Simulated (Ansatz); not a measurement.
A nudged elastic band was laid between two geometries of B2H4OZn (8 atoms, charge 0, multiplicity 1).

All numbers below come from RKS PBE0/def2-SVPD in Ansatz 0.2.0.

```yaml
movable_images: 9
climbing_image: yes
spring: 20.0 eV/Å²
optimiser: quadratic models (default)
start_path: IDPP
force_threshold: 0.05 eV/Å
iteration_limit: 60
end_points: relaxed
```

Initial state:

```xyz
8
Properties=species:S:1:pos:R:3
B -0.261 1.658 -0.778
O -0.455 0.540 -0.018
B 0.391 -0.547 0.052
Zn -0.120 -2.146 1.297
H 0.728 1.747 -1.466
H -1.103 2.520 -0.727
H 1.396 -0.482 -0.636
H -0.485 -3.348 2.220
```

Final state:

```xyz
8
Properties=species:S:1:pos:R:3
B -0.103 1.800 -0.486
O 0.082 0.482 -0.420
B 0.291 -0.842 -0.418
Zn -0.120 -2.024 1.256
H 0.803 2.528 -0.158
H -1.173 2.216 -0.860
H 0.732 -1.290 -1.461
H -0.421 -2.927 2.491
```

Question: What changes between the two ends?

Answer: No bond is made or broken.

Question: What energy profile does the band end with?

Answer: It converged. The highest image is number 3 of 0 to 10, 0.017 eV above the first end and 0.175 eV above the last; the last end lies 0.158 eV below the first. Another band between the same ends (9 images) ends at a top of the same energy, where a vibrational analysis finds 1 clearly imaginary mode.

```tsv
image	path coordinate (Å)	energy (eV)
0	0.00	0.000
1	0.28	0.004
2	0.55	0.012
3	0.83	0.017
4	1.06	0.012
5	1.29	-0.008
6	1.52	-0.044
7	1.76	-0.088
8	1.99	-0.128
9	2.22	-0.152
10	2.45	-0.158
```

Question: What is the geometry of the highest image?

Answer: 
```xyz
8
Properties=species:S:1:pos:R:3:forces:R:3
B -0.199 1.706 -0.705 -0.01 0.00 0.00
O -0.417 0.489 -0.141 0.00 0.00 0.00
B 0.325 -0.665 -0.114 0.00 0.01 0.01
Zn -0.116 -2.101 1.339 0.00 0.00 -0.01
H 0.918 2.023 -1.040 0.00 0.00 0.00
H -1.147 2.441 -0.830 0.00 0.01 0.00
H 1.181 -0.769 -0.977 0.00 0.00 0.00
H -0.452 -3.181 2.413 0.00 0.00 0.00
```

Time of the run: 4.8 min on 2 threads of Arm Neoverse V1, with other jobs on the host, peak memory 0.31 GiB.
